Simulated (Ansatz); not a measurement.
A run on B$_{2}$Cl$_{2}$H$_{4}$O$_{2}$, SMILES `Cl[B@H-]1[OH+][B@H-](Cl)[OH+]1` with other settings.

```yaml
crystal:
  periodic: [false, false, false]
  atoms:
    - {symbol: Cl, position_ang: [-1.806585, -1.286693, 1.086443]}
    - {symbol: B, position_ang: [-0.551288, 0.286342, 0.649663]}
    - {symbol: O, position_ang: [0.959371, -0.366565, 0.956357]}
    - {symbol: B, position_ang: [0.826721, 0.133079, -1.040710]}
    - {symbol: Cl, position_ang: [2.073002, 1.486692, -1.131764]}
    - {symbol: O, position_ang: [-0.852615, 0.585842, -0.622125]}
    - {symbol: H, position_ang: [-0.842382, 1.012290, 1.600673]}
    - {symbol: H, position_ang: [0.795361, -0.886291, 1.005236]}
    - {symbol: H, position_ang: [0.803453, -0.947738, -1.234489]}
    - {symbol: H, position_ang: [-1.281162, 0.099204, -1.232567]}
basis:
  gaussian: {orbitals: def2-TZVPD}
hamiltonian: {xc: {name: BHLYP}}
```

```sh
$ ansatz run in.yaml --threads 4 --pin off --events-out ev --progress --plain --max-ram 10444MiB
```

Output, abridged:

```
Functional definition: BHLYP
1688 factors; their error is unknown
mean field evaluation 1: about -30535.1162 eV, gradient 7.7e1 eV
mean field evaluation 2: about -30524.3417 eV, gradient 1.0e2 eV
mean field evaluation 4: about -30544.3752 eV, gradient 6.8e0 eV
mean field evaluation 8: about -30544.6005 eV, gradient 4.2e-1 eV
mean field evaluation 16: about -30544.6007 eV, gradient 3.8e-5 eV
mean field -30544.60070950 eV, -1122.4933722003 hartree, gradient 3.8e-5 eV, S^2 0.000000; 0 other end points of the search recorded, 0 dependent functions left out
reference -30544.60093264 eV, -1122.4933804004 hartree; 32, 32 occupied and 250, 250 virtual orbitals, 1688 factors
Total energy: -30544.60093264 eV, -1122.4933804004 hartree
```

Run time 4 s (4 threads of an Arm Neoverse V2 on a shared host); peak host memory 0.72 GiB.
